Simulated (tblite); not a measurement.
Record of a relaxation.

C6H11NSi2.
Atom-mapped SMILES: `[CH2:1]=[CH:2][C:3]1=[CH:4][Si@H:5]([NH:6][SiH3:7])[CH:8]=[CH:9]1` (hydrogens: H10, H11 on C1; H12 on C2; H13 on C4; H14 on Si5; H15 on N6; H16, H17, H18 on Si7; H19 on C8; H20 on C9)

Computed with GFN2-xTB (tblite), gas phase: L-BFGS steps from a force-field or distance-geometry start until the largest atomic force falls under 0.01 eV/Å. 8 of its 109 geometries are shown.

Step 0: E = -673.9363 eV, largest atomic force 2.336 eV/Å
```
atom  x, y, z in Å  |  force x, y, z in eV/Å
C1     -3.487   -1.738   -0.634   -0.215   0.303  -0.401
C2     -2.707   -0.721   -1.024    0.109  -0.969   0.990
C3     -1.464   -0.323   -0.356   -0.112   0.931  -0.901
C4     -0.817    0.794   -0.780    0.285  -0.283   0.489
Si5     0.746    1.097    0.209   -2.116   0.812   0.565
N6      2.064    0.873   -0.818    0.483  -0.121  -0.948
Si7     3.510    1.172    0.008    1.961   0.190   0.767
C8      0.360   -0.430    1.179   -0.666  -0.643   0.335
C9     -0.783   -1.007    0.747    0.579   0.296   0.387
H10    -4.404   -1.960   -1.187    0.396   0.011   0.304
H11    -3.285   -2.359    0.226    0.033   0.120  -0.146
H12    -3.001   -0.151   -1.887    0.120   0.199  -0.071
H13    -1.106    1.460   -1.556   -0.597  -0.046  -0.418
H14     0.728    2.367    0.956    0.119  -0.213  -0.141
H15     2.054   -0.069   -1.167   -0.006  -0.191  -0.562
H16     4.609    0.900   -0.923   -0.078   0.006  -0.007
H17     3.621    0.229    1.152    0.131   0.305  -0.108
H18     3.560    2.571    0.465   -0.123  -0.305  -0.096
H19     0.982   -0.786    1.982   -0.249  -0.389   0.089
H20    -1.185   -1.909    1.187   -0.053  -0.013  -0.127
```

Step 15: E = -674.4240 eV, largest atomic force 0.216 eV/Å
```
atom  x, y, z in Å  |  force x, y, z in eV/Å
C1     -3.491   -1.759   -0.604   -0.087  -0.107   0.013
C2     -2.735   -0.743   -0.997   -0.022  -0.047  -0.061
C3     -1.510   -0.288   -0.380    0.046   0.003  -0.019
C4     -0.862    0.810   -0.817    0.046   0.060  -0.032
Si5     0.677    1.107    0.219   -0.120  -0.021   0.126
N6      2.149    0.868   -0.671   -0.085  -0.055   0.034
Si7     3.692    1.133    0.062    0.114   0.056  -0.007
C8      0.226   -0.426    1.241    0.073   0.059  -0.009
C9     -0.872   -0.994    0.735    0.100   0.021   0.021
H10    -4.383   -2.017   -1.143   -0.121  -0.071  -0.023
H11    -3.262   -2.368    0.251    0.015  -0.024   0.073
H12    -3.035   -0.184   -1.873   -0.019   0.093  -0.040
H13    -1.276    1.397   -1.621    0.101   0.051   0.005
H14     0.766    2.394    0.925   -0.045  -0.195  -0.082
H15     2.092    0.172   -1.402    0.071   0.100   0.075
H16     4.692    0.871   -0.965    0.031  -0.047  -0.092
H17     3.965    0.305    1.246   -0.045  -0.001  -0.053
H18     3.654    2.539    0.448    0.054   0.054   0.059
H19     0.790   -0.871    2.049   -0.080   0.007  -0.041
H20    -1.281   -1.935    1.076   -0.027   0.063   0.053
```

Step 31: E = -674.4647 eV, largest atomic force 0.096 eV/Å
```
atom  x, y, z in Å  |  force x, y, z in eV/Å
C1     -3.512   -1.777   -0.599    0.015  -0.027  -0.027
C2     -2.761   -0.761   -1.012   -0.005   0.007  -0.008
C3     -1.524   -0.303   -0.409    0.022   0.014   0.011
C4     -0.838    0.775   -0.845    0.022   0.010  -0.005
Si5     0.675    1.066    0.236   -0.007   0.024  -0.007
N6      2.181    0.911   -0.612   -0.008  -0.021  -0.042
Si7     3.759    1.178    0.051    0.002  -0.027   0.005
C8      0.191   -0.453    1.247    0.028   0.011   0.001
C9     -0.918   -0.992    0.737    0.012   0.005   0.047
H10    -4.418   -2.047   -1.113   -0.027  -0.008   0.005
H11    -3.254   -2.382    0.252   -0.026  -0.013   0.027
H12    -3.083   -0.198   -1.880    0.022   0.062  -0.026
H13    -1.196    1.384   -1.658   -0.005  -0.038  -0.036
H14     0.683    2.339    0.960    0.007  -0.056  -0.008
H15     2.158    0.295   -1.411   -0.044   0.068   0.052
H16     4.681    0.874   -1.046    0.002   0.025   0.038
H17     4.018    0.305    1.205    0.025   0.033  -0.037
H18     3.821    2.577    0.474   -0.006  -0.032  -0.016
H19     0.707   -0.892    2.085   -0.010  -0.011   0.008
H20    -1.375   -1.890    1.121   -0.021  -0.025   0.019
```

Step 46: E = -674.4727 eV, largest atomic force 0.060 eV/Å
```
atom  x, y, z in Å  |  force x, y, z in eV/Å
C1     -3.525   -1.773   -0.613    0.019   0.002  -0.015
C2     -2.763   -0.760   -1.014    0.020  -0.002   0.008
C3     -1.523   -0.318   -0.399   -0.004   0.007   0.017
C4     -0.813    0.735   -0.856   -0.004  -0.009  -0.009
Si5     0.677    1.047    0.246    0.001  -0.041   0.044
N6      2.184    0.934   -0.602   -0.016  -0.011  -0.024
Si7     3.774    1.189    0.035   -0.006  -0.005   0.000
C8      0.184   -0.467    1.264    0.008  -0.015  -0.002
C9     -0.941   -0.990    0.770    0.002   0.011   0.019
H10    -4.434   -2.033   -1.131    0.017   0.010   0.021
H11    -3.274   -2.383    0.238   -0.035  -0.005  -0.017
H12    -3.069   -0.179   -1.877    0.011  -0.009   0.005
H13    -1.145    1.306   -1.707   -0.011   0.030  -0.016
H14     0.655    2.298    1.005    0.007  -0.006  -0.022
H15     2.142    0.379   -1.441    0.017   0.007  -0.013
H16     4.692    0.904   -1.067   -0.001   0.011  -0.024
H17     4.061    0.307    1.169    0.004  -0.017   0.022
H18     3.847    2.582    0.472   -0.009   0.024   0.007
H19     0.688   -0.902    2.112   -0.021   0.014   0.004
H20    -1.423   -1.866    1.178    0.002   0.004  -0.003
```

Step 62: E = -674.4752 eV, largest atomic force 0.021 eV/Å
```
atom  x, y, z in Å  |  force x, y, z in eV/Å
C1     -3.531   -1.770   -0.623    0.002   0.001   0.003
C2     -2.755   -0.764   -1.012   -0.007   0.005  -0.002
C3     -1.519   -0.326   -0.390   -0.010  -0.003   0.009
C4     -0.799    0.718   -0.853   -0.013  -0.002   0.001
Si5     0.689    1.022    0.252    0.003  -0.010   0.018
N6      2.189    0.922   -0.608    0.006   0.009   0.015
Si7     3.777    1.196    0.025    0.012   0.002   0.004
C8      0.180   -0.479    1.282    0.004   0.006  -0.001
C9     -0.952   -0.989    0.792    0.005   0.000   0.008
H10    -4.437   -2.016   -1.151    0.010   0.001   0.004
H11    -3.302   -2.387    0.229   -0.003  -0.001  -0.002
H12    -3.047   -0.180   -1.878   -0.002  -0.002  -0.015
H13    -1.123    1.287   -1.708   -0.001   0.007  -0.014
H14     0.666    2.278    1.002    0.004  -0.004   0.001
H15     2.147    0.418   -1.478    0.000  -0.018  -0.011
H16     4.689    0.943   -1.090   -0.001   0.008   0.002
H17     4.076    0.305    1.152    0.001  -0.004  -0.011
H18     3.833    2.585    0.480   -0.004   0.001   0.000
H19     0.667   -0.903    2.146   -0.005   0.006  -0.008
H20    -1.453   -1.849    1.212    0.000  -0.003   0.000
```

Step 77: E = -674.4764 eV, largest atomic force 0.033 eV/Å
```
atom  x, y, z in Å  |  force x, y, z in eV/Å
C1     -3.533   -1.769   -0.627    0.003   0.011   0.003
C2     -2.755   -0.764   -1.016    0.011   0.004  -0.001
C3     -1.526   -0.320   -0.383    0.008   0.009  -0.008
C4     -0.801    0.720   -0.847    0.005   0.015   0.003
Si5     0.694    1.014    0.256   -0.001  -0.003  -0.033
N6      2.191    0.911   -0.611    0.003  -0.001   0.012
Si7     3.779    1.204    0.017   -0.004   0.012  -0.011
C8      0.174   -0.479    1.288   -0.014  -0.012   0.005
C9     -0.965   -0.980    0.803   -0.008  -0.011  -0.019
H10    -4.429   -2.025   -1.167   -0.002   0.002   0.001
H11    -3.319   -2.374    0.238    0.004   0.001  -0.002
H12    -3.034   -0.194   -1.895   -0.002  -0.005   0.004
H13    -1.118    1.287   -1.706    0.006  -0.013   0.011
H14     0.696    2.268    1.010   -0.012   0.001  -0.005
H15     2.157    0.377   -1.464   -0.020  -0.005   0.008
H16     4.693    1.005   -1.107   -0.004  -0.001  -0.014
H17     4.106    0.286    1.112    0.012  -0.001   0.014
H18     3.801    2.584    0.502   -0.004  -0.008   0.013
H19     0.655   -0.903    2.153    0.012  -0.001   0.012
H20    -1.473   -1.835    1.225    0.007   0.006   0.010
```

Step 93: E = -674.4780 eV, largest atomic force 0.017 eV/Å
```
atom  x, y, z in Å  |  force x, y, z in eV/Å
C1     -3.535   -1.758   -0.632   -0.001  -0.002   0.004
C2     -2.747   -0.763   -1.027   -0.003  -0.001   0.001
C3     -1.526   -0.317   -0.381    0.005  -0.015  -0.005
C4     -0.792    0.716   -0.846   -0.003  -0.010  -0.003
Si5     0.698    1.002    0.264   -0.004   0.004  -0.003
N6      2.195    0.882   -0.600    0.005   0.001   0.004
Si7     3.784    1.214    0.002    0.012   0.000   0.005
C8      0.160   -0.481    1.302    0.010  -0.003  -0.007
C9     -0.981   -0.973    0.814   -0.001   0.007   0.010
H10    -4.425   -2.023   -1.178    0.004   0.009  -0.005
H11    -3.332   -2.348    0.246   -0.006  -0.002   0.003
H12    -3.009   -0.208   -1.920   -0.009   0.003   0.004
H13    -1.097    1.276   -1.714    0.003  -0.001   0.001
H14     0.696    2.260    1.011    0.005   0.004  -0.005
H15     2.161    0.310   -1.429   -0.009   0.004   0.012
H16     4.669    1.107   -1.158    0.001   0.006   0.002
H17     4.194    0.268    1.047   -0.003  -0.006  -0.008
H18     3.750    2.565    0.559   -0.001   0.002  -0.005
H19     0.636   -0.905    2.172   -0.010   0.007   0.007
H20    -1.502   -1.814    1.247    0.004  -0.008  -0.013
```

Step 108: E = -674.4788 eV, largest atomic force 0.006 eV/Å
```
atom  x, y, z in Å  |  force x, y, z in eV/Å
C1     -3.543   -1.752   -0.633   -0.001   0.001   0.002
C2     -2.745   -0.766   -1.030    0.001  -0.004  -0.004
C3     -1.522   -0.325   -0.385   -0.002  -0.003   0.001
C4     -0.781    0.704   -0.850   -0.002  -0.003  -0.001
Si5     0.698    0.998    0.271    0.000   0.001   0.000
N6      2.199    0.867   -0.585    0.000   0.000  -0.001
Si7     3.791    1.222   -0.006   -0.001   0.000   0.005
C8      0.149   -0.477    1.316    0.003   0.003  -0.003
C9     -0.986   -0.974    0.818    0.001   0.001   0.003
H10    -4.434   -2.008   -1.183    0.001   0.003   0.002
H11    -3.349   -2.341    0.246   -0.001  -0.002   0.000
H12    -3.002   -0.210   -1.925   -0.001   0.003  -0.002
H13    -1.079    1.260   -1.723   -0.004   0.000  -0.002
H14     0.696    2.266    1.001    0.002  -0.002   0.000
H15     2.164    0.272   -1.397    0.002  -0.001  -0.002
H16     4.656    1.181   -1.185    0.001  -0.001  -0.003
H17     4.249    0.250    0.994    0.002  -0.003   0.001
H18     3.729    2.553    0.593    0.000   0.004   0.004
H19     0.613   -0.893    2.196    0.000   0.002  -0.003
H20    -1.508   -1.818    1.246    0.000  -0.001   0.001
```

Task: Summarise the path.

Result: The energy falls by 52.34 kJ/mol from step 0 to step 108; nine tenths of that is first reached at step 16. It never rises by more than 0.2 meV. The largest force goes from 2.336 to 0.006 eV/Å. Among the bonds Si5–N6 changes most, from 1.685 to 1.733 Å; the atoms move by 0.275 Å rms after alignment.

Task: Follow the three bonds and two angles with the largest change from start to end.

Result: 
```json
{"step": "0", "E above end (kJ/mol)": "52.34", "largest force (eV/Å)": "2.336", "Si5–N6 (Å)": "1.685", "Si5–C8 (Å)": "1.849", "N6–Si7 (Å)": "1.692", "Si5–N6–Si7 (°)": "110.3", "Si5–C4–H13 (°)": "120.8"}
{"step": "5", "E above end (kJ/mol)": "19.95", "largest force (eV/Å)": "0.589", "Si5–N6 (Å)": "1.748", "Si5–C8 (Å)": "1.898", "N6–Si7 (Å)": "1.743", "Si5–N6–Si7 (°)": "115.7", "Si5–C4–H13 (°)": "127.0"}
{"step": "9", "E above end (kJ/mol)": "12.44", "largest force (eV/Å)": "0.320", "Si5–N6 (Å)": "1.730", "Si5–C8 (Å)": "1.878", "N6–Si7 (Å)": "1.725", "Si5–N6–Si7 (°)": "118.9", "Si5–C4–H13 (°)": "131.1"}
{"step": "14", "E above end (kJ/mol)": "6.10", "largest force (eV/Å)": "0.221", "Si5–N6 (Å)": "1.738", "Si5–C8 (Å)": "1.897", "N6–Si7 (Å)": "1.730", "Si5–N6–Si7 (°)": "120.6", "Si5–C4–H13 (°)": "130.1"}
{"step": "19", "E above end (kJ/mol)": "3.61", "largest force (eV/Å)": "0.153", "Si5–N6 (Å)": "1.736", "Si5–C8 (Å)": "1.884", "N6–Si7 (Å)": "1.734", "Si5–N6–Si7 (°)": "123.0", "Si5–C4–H13 (°)": "128.6"}
{"step": "23", "E above end (kJ/mol)": "2.72", "largest force (eV/Å)": "0.100", "Si5–N6 (Å)": "1.733", "Si5–C8 (Å)": "1.887", "N6–Si7 (Å)": "1.729", "Si5–N6–Si7 (°)": "125.1", "Si5–C4–H13 (°)": "127.7"}
{"step": "28", "E above end (kJ/mol)": "1.80", "largest force (eV/Å)": "0.109", "Si5–N6 (Å)": "1.735", "Si5–C8 (Å)": "1.889", "N6–Si7 (Å)": "1.732", "Si5–N6–Si7 (°)": "125.8", "Si5–C4–H13 (°)": "128.0"}
{"step": "33", "E above end (kJ/mol)": "1.19", "largest force (eV/Å)": "0.053", "Si5–N6 (Å)": "1.735", "Si5–C8 (Å)": "1.888", "N6–Si7 (Å)": "1.733", "Si5–N6–Si7 (°)": "126.7", "Si5–C4–H13 (°)": "128.2"}
{"step": "38", "E above end (kJ/mol)": "0.92", "largest force (eV/Å)": "0.058", "Si5–N6 (Å)": "1.733", "Si5–C8 (Å)": "1.889", "N6–Si7 (Å)": "1.732", "Si5–N6–Si7 (°)": "127.1", "Si5–C4–H13 (°)": "128.4"}
{"step": "42", "E above end (kJ/mol)": "0.74", "largest force (eV/Å)": "0.045", "Si5–N6 (Å)": "1.735", "Si5–C8 (Å)": "1.887", "N6–Si7 (Å)": "1.734", "Si5–N6–Si7 (°)": "127.2", "Si5–C4–H13 (°)": "128.5"}
{"step": "47", "E above end (kJ/mol)": "0.56", "largest force (eV/Å)": "0.062", "Si5–N6 (Å)": "1.733", "Si5–C8 (Å)": "1.889", "N6–Si7 (Å)": "1.731", "Si5–N6–Si7 (°)": "127.6", "Si5–C4–H13 (°)": "128.3"}
{"step": "52", "E above end (kJ/mol)": "0.44", "largest force (eV/Å)": "0.038", "Si5–N6 (Å)": "1.733", "Si5–C8 (Å)": "1.888", "N6–Si7 (Å)": "1.732", "Si5–N6–Si7 (°)": "127.4", "Si5–C4–H13 (°)": "128.5"}
{"step": "56", "E above end (kJ/mol)": "0.38", "largest force (eV/Å)": "0.024", "Si5–N6 (Å)": "1.732", "Si5–C8 (Å)": "1.888", "N6–Si7 (Å)": "1.731", "Si5–N6–Si7 (°)": "127.1", "Si5–C4–H13 (°)": "128.2"}
{"step": "61", "E above end (kJ/mol)": "0.35", "largest force (eV/Å)": "0.021", "Si5–N6 (Å)": "1.732", "Si5–C8 (Å)": "1.889", "N6–Si7 (Å)": "1.731", "Si5–N6–Si7 (°)": "127.2", "Si5–C4–H13 (°)": "128.3"}
{"step": "66", "E above end (kJ/mol)": "0.33", "largest force (eV/Å)": "0.018", "Si5–N6 (Å)": "1.732", "Si5–C8 (Å)": "1.889", "N6–Si7 (Å)": "1.732", "Si5–N6–Si7 (°)": "127.0", "Si5–C4–H13 (°)": "128.3"}
{"step": "70", "E above end (kJ/mol)": "0.30", "largest force (eV/Å)": "0.016", "Si5–N6 (Å)": "1.732", "Si5–C8 (Å)": "1.889", "N6–Si7 (Å)": "1.732", "Si5–N6–Si7 (°)": "127.1", "Si5–C4–H13 (°)": "128.3"}
{"step": "75", "E above end (kJ/mol)": "0.26", "largest force (eV/Å)": "0.024", "Si5–N6 (Å)": "1.733", "Si5–C8 (Å)": "1.889", "N6–Si7 (Å)": "1.732", "Si5–N6–Si7 (°)": "126.9", "Si5–C4–H13 (°)": "128.3"}
{"step": "80", "E above end (kJ/mol)": "0.21", "largest force (eV/Å)": "0.029", "Si5–N6 (Å)": "1.733", "Si5–C8 (Å)": "1.890", "N6–Si7 (Å)": "1.732", "Si5–N6–Si7 (°)": "127.0", "Si5–C4–H13 (°)": "128.2"}
{"step": "85", "E above end (kJ/mol)": "0.16", "largest force (eV/Å)": "0.028", "Si5–N6 (Å)": "1.733", "Si5–C8 (Å)": "1.888", "N6–Si7 (Å)": "1.732", "Si5–N6–Si7 (°)": "127.1", "Si5–C4–H13 (°)": "128.4"}
{"step": "89", "E above end (kJ/mol)": "0.11", "largest force (eV/Å)": "0.028", "Si5–N6 (Å)": "1.732", "Si5–C8 (Å)": "1.889", "N6–Si7 (Å)": "1.732", "Si5–N6–Si7 (°)": "127.3", "Si5–C4–H13 (°)": "128.2"}
{"step": "94", "E above end (kJ/mol)": "0.07", "largest force (eV/Å)": "0.017", "Si5–N6 (Å)": "1.733", "Si5–C8 (Å)": "1.889", "N6–Si7 (Å)": "1.731", "Si5–N6–Si7 (°)": "127.3", "Si5–C4–H13 (°)": "128.4"}
{"step": "99", "E above end (kJ/mol)": "0.03", "largest force (eV/Å)": "0.026", "Si5–N6 (Å)": "1.732", "Si5–C8 (Å)": "1.889", "N6–Si7 (Å)": "1.731", "Si5–N6–Si7 (°)": "127.9", "Si5–C4–H13 (°)": "128.3"}
{"step": "103", "E above end (kJ/mol)": "0.01", "largest force (eV/Å)": "0.014", "Si5–N6 (Å)": "1.732", "Si5–C8 (Å)": "1.889", "N6–Si7 (Å)": "1.731", "Si5–N6–Si7 (°)": "127.9", "Si5–C4–H13 (°)": "128.4"}
{"step": "108", "E above end (kJ/mol)": "0.00", "largest force (eV/Å)": "0.006", "Si5–N6 (Å)": "1.733", "Si5–C8 (Å)": "1.889", "N6–Si7 (Å)": "1.731", "Si5–N6–Si7 (°)": "128.0", "Si5–C4–H13 (°)": "128.3"}
```

What follows is the cost of the whole relaxation. On an Arm Neoverse N1 with one thread, shared host with 64 logical CPUs at a one-minute load of 61, this took 1.9 s.
